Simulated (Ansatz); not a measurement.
Consider the ligand exchange at the Si–C bond: `CC(C)[SiH](F)F` + `O[SiH2]O` → `O[SiH2]O[SiH](F)F` + propane.

Isolated molecules relaxed with PBE0-D4/def2-TZVP in Ansatz; ΔE leaves out vibrations. CBS: MP2 limit from def2 TZ/QZ plus the TZ coupled-cluster correction, frozen cores. Functionals use def2-TZVPP. One conformer a species, not always the lowest.

| level | ΔE (kJ/mol) |
| --- | --- |
| B2PLYP | -144.8 |
| MP2/def2-QZVPP | -140.2 |

Q: What does CCSD(T)/CBS give? (Estimate.)

A: Computed: -139.6 kJ/mol. The listed levels differ from it by -5.2, -0.6 kJ/mol.

Largest T1 diagnostic among the species: 0.012.

From PBE to PBE0 (25 % exact exchange), in def2-TZVPP and without D4, ΔE moves by −7.6 kJ/mol. The D4 term adds +4.6 kJ/mol with B3LYP and +2.4 kJ/mol with PBE0; it sums over pairs of atoms, weighted by their polarisabilities, and B3LYP, whose exchange is more repulsive, gets the larger term.

B3LYP here is the variant with VWN-RPA as its local correlation; programs differ in this.
